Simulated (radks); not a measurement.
The sulfur ion S11+, configuration [He] 2s2 2p1. All-electron calculation, scalar-relativistic Kohn-Sham, PBEsol, spin-polarised, spherical densities, finite nucleus; open shells are filled with parallel spins first; Fermi nuclear charge, rms radius 3.2611 fm. Program: a radial shooting solver on a logarithmic mesh with Libxc functionals.

Normalised radial functions P(r) = r R(r), r in bohr:

r,1s up,2s down,2p down
0.005097,0.5969,0.1880,0.0042
0.006798,0.7732,0.2434,0.0073
0.00914,0.9994,0.3142,0.0128
0.01219,1.2670,0.3975,0.0221
0.01639,1.5899,0.4967,0.0384
0.02186,1.9397,0.6015,0.0652
0.02939,2.3091,0.7058,0.1106
0.0392,2.6313,0.7828,0.1818
0.0527,2.8529,0.8018,0.2953
0.07029,2.8811,0.7166,0.4586
0.0945,2.6489,0.4728,0.6899
0.126,2.1620,0.0556,0.9708
0.1695,1.4867,-0.5278,1.2795
0.226,0.8346,-1.1248,1.5233
0.3015,0.3547,-1.5484,1.6071
0.4053,0.1000,-1.5940,1.4339
0.5406,0.0176,-1.2283,1.0312
0.7268,0.0015,-0.6653,0.5461
0.9694,0.0001,-0.2409,0.2009
1.303,0.0000,-0.0482,0.0423

1s up: eigenvalue -2875.8 eV, 0 radial nodes, <r> = 0.0965 bohr, 90 % of the charge inside 0.172 bohr. 2s down: eigenvalue -565.09 eV, 1 radial node at r = 0.130 bohr, <r> = 0.423 bohr, 90 % of the charge inside 0.649 bohr. 2p down (empty): eigenvalue -525.98 eV, 0 radial nodes, <r> = 0.370 bohr, 90 % of the charge inside 0.598 bohr.
